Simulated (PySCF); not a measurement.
# Calculated NMR parameters of (S)-tert-butyl(methyl)(o-tolyl)phosphine Borane

```yaml
Formula: C12H22BP
SMILES: "[BH3-][P@@+](C)(c1ccccc1C)C(C)(C)C"
InChI: InChI=1S/C12H22BP/c1-10-8-6-7-9-11(10)14(5,13)12(2,3)4/h6-9H,1-5,13H3/t14-/m0/s1
Point_group_of_the_computed_structure: C1
Carbon_signals: 10
Proton_signals: 8
```

Mapped SMILES: `[BH3-:1][P@@+:2]([CH3:3])([c:4]1[cH:5][cH:6][cH:7][cH:8][c:9]1[CH3:10])[C:11]([CH3:12])([CH3:13])[CH3:14]`. Each H is labelled by its parent atom.

[PySCF 2.14: GIAO PBE0/pcSseg-1 shieldings; coordinates at the PBE0-D3(BJ)/def2-SVP level; relativity neglected; one conformer; no solvent model; fast rotation and ring inversion assumed for equivalent nuclei]

References, each an isolated molecule treated in the same way: ¹H (σref 31.27), ¹³C (σref 184.41) vs TMS; ³¹P (σref 310.13) against H3PO4; ¹¹B (σref 100.73) vs BF3·OEt2.

| carbon | δC, type | δH (multiplicity) | HMBC from (2–3 bonds) | span of the C tensor (ppm) |
| --- | --- | --- | --- | --- |
| C3 | 10.4, CH3 | 1.50 (m) | H(B1) | 24 |
| C4 | 132.4, C | – | H(C5), H(C6), H(C8), H(C10), H(C3), H(B1) | 208 |
| C5 | 138.8, CH | 7.40 (m) | H(C7), H(C6) | 238 |
| C6 | 129.8, CH | 7.32 (m) | H(C7), H(C5), H(C8) | 230 |
| C7 | 136.8, CH | 7.46 (m) | H(C5), H(C6), H(C8) | 236 |
| C8 | 137.4, CH | 7.32 (m) | H(C7), H(C6), H(C10) | 210 |
| C9 | 153.2, C | – | H(C7), H(C5), H(C8), H(C10) | 242 |
| C10 | 27.1, CH3 | 2.75 (s) | H(C8) | 36 |
| C11 | 33.2, C | – | H(C3), H(B1), H(C12)/H(C13)/H(C14) | 17 |
| C12/C13/C14 | 25.8, CH3 | 1.03 (m) | H(C12)/H(C13)/H(C14) | 39 |

Other nuclei:
| atoms | nucleus | environment | δ (ppm) | σ (ppm) |
| --- | --- | --- | --- | --- |
| H(B1) | ¹H | hydrogen on a boron bonded to P | 1.25 | 30.02 |
| P2 | ³¹P | phosphorus bonded to 3 C, B | 3.3 | 306.9 |
| B1 | ¹¹B | boron bonded to P, 3 H | -43.6 | 144.3 |

δC 153.2, 132.4: substituted aromatic carbon. δC 138.8, 137.4, 136.8, 129.8: aromatic CH; the aromatic region. δC 27.1: methyl carbon on an aromatic ring; aliphatic region, no heteroatom directly attached. δH 7.46, 7.40, 7.32, 7.32: hydrogen on an aromatic CH; ring-current deshielding. δH 2.75: hydrogen on a methyl carbon on an aromatic ring; benzylic-type position, deshielded by the ring.

Hydrogens on boron are broadened and split by ¹¹B (spin 3/2, 80 %) and 10B (spin 3). Splittings by ³¹P in the carbon and heteronuclear signals aren't shown, as no couplings were computed. Shifts are as computed. Against solution values, carbons near 30 ppm lie about +2 ppm off and those near 130 ppm about +5 ppm. Of 1211 compounds with measured shifts, 218 miss one by over three times the rms of a fit or turn the order of signals round; such compounds aren't used in these exercises. Experimental scales use liquid or dissolved standards, which lie at an offset from isolated H3PO4. Multiplicities follow the n + 1 count of equivalent neighbours, as no J values were calculated; m marks all less simple cases, F and P coupling included.
